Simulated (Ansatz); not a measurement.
Basis sets compared for the cluster Hg2S3. The state is a singlet with charge 0. Geometry r2SCAN-D4/def2-SVP. Ansatz on 4 threads of Arm Neoverse V1 on a shared host; times are rough, and most runs start from earlier orbitals.

Cartesian coordinates in Å:
```
Hg 0.930 -1.201 0.467
Hg -0.399 0.738 -1.348
S 1.187 -1.038 -1.977
S -0.783 -0.146 1.946
S -0.935 1.647 0.913
```

In the def2 sets Hg takes a core potential; there is no spin–orbit coupling. The structure comes from a short search, and lower isomers may exist.

Binding counts from free atoms (Hg singlet, S triplet) in the same basis, without a counterpoise term.

```csv
level,functions,energy (Eh),HOMO (eV),LUMO (eV),binding per atom (eV),wall time
PBE-D4/def2-SVP,118,-1500.7780,-5.40,-4.27,1.49,1.4 s
PBE-D4/def2-TZVP,197,-1501.2236,-5.46,-4.29,1.61,2.7 s
r2SCAN-D4/def2-TZVP,197,-1501.6988,-5.61,-4.26,1.52,7.5 s
PBE0-D4/def2-SVP,118,-1500.7778,-6.27,-3.63,1.33,2.2 s
PBE0-D4/def2-TZVP,197,-1501.2211,-6.30,-3.61,1.47,6.5 s
```

Problem. Estimate the rows for PBE-D4/def2-TZVPD, r2SCAN-D4/def2-TZVPD, PBE0-D4/def2-TZVPD.

Solution. 
| level | functions | energy (Eh) | HOMO (eV) | LUMO (eV) | binding per atom (eV) | wall time |
| --- | --- | --- | --- | --- | --- | --- |
| PBE-D4/def2-TZVPD | 230 | -1501.2254 | -5.49 | -4.32 | 1.61 | 3.8 s |
| r2SCAN-D4/def2-TZVPD | 230 | -1501.7003 | -5.62 | -4.27 | 1.53 | 9 s |
| PBE0-D4/def2-TZVPD | 230 | -1501.2227 | -6.32 | -3.63 | 1.47 | 6.5 s |
